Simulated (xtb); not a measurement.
C₂H₃F₃O, SMILES FC(F)(F)CO. All values are semi-empirical tight-binding results from xtb (GFN2-xTB unless named), good for trends rather than for accurate numbers. The structure is a stationary point at GFN2-xTB. The values are those of a single conformer.

Optimised geometry:

Bonded distances (Å): O1–C2 1.392, O1–H7 0.966, C2–C3 1.532, C2–H8 1.093, C2–H9 1.100, C3–F4 1.346, C3–F5 1.340, C3–F6 1.334. Bond angles (°): C2–O1–H7 110.2, O1–C2–C3 112.0, O1–C2–H8 107.2, O1–C2–H9 112.7, C3–C2–H8 108.4, C3–C2–H9 107.1, H8–C2–H9 109.5, C2–C3–F4 110.8, C2–C3–F5 111.5, C2–C3–F6 113.3, F4–C3–F5 106.9, F4–C3–F6 106.8, F5–C3–F6 107.2.
Charge 0, spin multiplicity 1.

orbital gap: 12.07 eV
dipole moment: 2.22 D
zero-point energy: 33.9 kcal/mol
G − E(el) at 298.15 K (modified RRHO): 15.0 kcal/mol
static polarisability (D4 model): 36.8 bohr³
solvation energy, GFN2-xTB/ALPB(water): -4.9 kcal/mol
solvation energy, GFN2-xTB/ALPB(acetone): -5.4 kcal/mol

Computed IR lines (harmonic; lines under 4 % of the strongest left out, lines within 3 cm⁻¹ merged):
ν (cm⁻¹): 300 (w), 374 (m), 402 (m), 493 (w), 599 (w), 797 (w), 914 (w), 1058 (m), 1088 (vs), 1119 (m), 1169 (m), 1188 (m), 1294 (w), 1331 (w), 2896 (w), 3506 (w) (against the strongest line: vs over 80 %, s over 45 %, m over 15 %, w over 4 %, vw less)

Computed atomic charges and the Wiberg bond orders between heavy atoms:
charges (e) O1 -0.41, C2 0.06, C3 0.47, F4 -0.21, F5 -0.20, F6 -0.19, H7 0.31, H8 0.10, H9 0.06. Bond orders O1–C2 1.03, C2–C3 0.94, C3–F4 0.94, C3–F5 0.95, C3–F6 0.96.
